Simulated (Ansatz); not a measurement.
These are frozen-core CCSD(T)/cc-pVTZ // B3LYP-D3(BJ)/def2-TZVP in Ansatz (a quantum-chemistry and plane-wave program) values and carry that method's errors.

Ansatz 0.2 input:
```yaml
crystal:
  periodic: [false, false, false]
  atoms:
    - { symbol: O, position_ang: [1.864535, 0.991305, -0.085366] }
    - { symbol: C, position_ang: [1.196361, -0.007259, -0.065422] }
    - { symbol: Ge, position_ang: [-0.819623, 0.016752, 0.044754] }
    - { symbol: H, position_ang: [1.688785, -1.00678, -0.108505] }
    - { symbol: H, position_ang: [-1.300976, 1.47138, 0.084809] }
    - { symbol: H, position_ang: [-1.382763, -0.72115, -1.183147] }
    - { symbol: H, position_ang: [-1.246321, -0.74425, 1.312877] }
basis:
  gaussian: { orbitals: cc-pVTZ }
correlation:
  method: ccsd_t
```

Output:

```
Functional definition: HF
944 factors; integrals over basis functions are off by at most 1.5e-3 eV
mean field evaluation 1: about -59602.9817 eV, gradient 3.3e1 eV
mean field evaluation 2: about -59603.0669 eV, gradient 3.3e1 eV
mean field evaluation 4: about -59605.6679 eV, gradient 3.2e0 eV
mean field evaluation 8: about -59605.7258 eV, gradient 4.0e-1 eV
mean field evaluation 16: about -59604.3412 eV, gradient 2.8e1 eV
mean field -59605.72712242 eV, -2190.4700695361 hartree, gradient 7.3e-6 eV, S^2 0.000000; 0 other end points of the search recorded, 0 dependent functions left out
11 core orbitals not correlated
reference -59605.72712242 eV, -2190.4700695361 hartree; 14, 14 occupied and 134, 134 virtual orbitals, 944 factors
second order -16.20574310 eV of doubles, -0.00000000 eV of singles
cycle   1  -16.21301950 eV  change   -7.3e-3 eV  update   1.1e-1
cycle   2  -16.76674524 eV  change   -5.5e-1 eV  update   3.5e-2
cycle   3  -16.89340538 eV  change   -1.3e-1 eV  update   1.9e-2
cycle   4  -16.87958878 eV  change    1.4e-2 eV  update   4.8e-3
cycle   5  -16.87979441 eV  change   -2.1e-4 eV  update   2.3e-3
cycle   6  -16.88063863 eV  change   -8.4e-4 eV  update   6.6e-4
cycle   7  -16.88031747 eV  change    3.2e-4 eV  update   3.1e-4
cycle   8  -16.88025477 eV  change    6.3e-5 eV  update   9.4e-5
cycle   9  -16.88028974 eV  change   -3.5e-5 eV  update   4.2e-5
cycle  10  -16.88028261 eV  change    7.1e-6 eV  update   1.5e-5
perturbative correction -0.72163566 eV, -0.0265196212 hartree
Total energy: -59623.32904069 eV, -2191.1169281012 hartree
```

Cost: very roughly 23 core-seconds.
